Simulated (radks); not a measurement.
The chromium ion Cr2+ inside a hard spherical wall (all orbitals vanish at R), configuration held at [Ar] 3d4 and not refilled when levels cross. All-electron calculation, non-relativistic Kohn-Sham, PBE, spin-polarised, spherical densities, point nucleus; open shells are filled with parallel spins first. Program: a radial shooting solver on a logarithmic mesh with Libxc functionals. Eigenvalues in eV for spin up, with the zero of energy where the potential of the charges vanishes at infinity; a dash marks a level that is unbound or too diffuse for the functional's potential to be trusted. A positive occupied level is held by the wall or, in an anion where self-interaction has pushed it up, behind a barrier. The pressure on the wall is -dE/dV.

R (bohr)  E (hartree)  kinetic (hartree)    e(2p)    e(3s)    e(3p)    e(3d)  e(4s, empty)  e(4p, empty)  pressure (GPa)
free      -1043.32602           1042.485  -580.36  -95.105  -67.551  -24.307       -19.016       -13.842               0
20        -1043.32602           1042.485  -580.36  -95.105  -67.551  -24.307       -19.016       -13.842        < 0.0001
12        -1043.32602           1042.485  -580.36  -95.105  -67.551  -24.307       -19.016       -13.842        < 0.0001
10        -1043.32602           1042.485  -580.36  -95.105  -67.551  -24.307       -19.016       -13.841        < 0.0001
8         -1043.32601           1042.485  -580.35  -95.105  -67.551  -24.307       -19.013       -13.815        0.000231
7         -1043.32599           1042.485  -580.35  -95.102  -67.549  -24.304       -18.991       -13.729         0.00300
6         -1043.32575           1042.488  -580.33  -95.085  -67.532  -24.288       -18.872       -13.401          0.0382
4         -1043.30650           1042.627  -579.48  -94.414  -66.881  -23.585       -15.594        -8.167            6.00
3.5       -1043.26986           1042.845  -578.38  -93.600  -66.089  -22.659       -11.731        -3.032            23.0
3         -1043.15729           1043.462  -575.92  -91.868  -64.374  -20.543        -3.207         7.397             100
2         -1041.10065           1053.287  -553.35  -76.822  -48.405   -1.056        70.053        86.042            3830
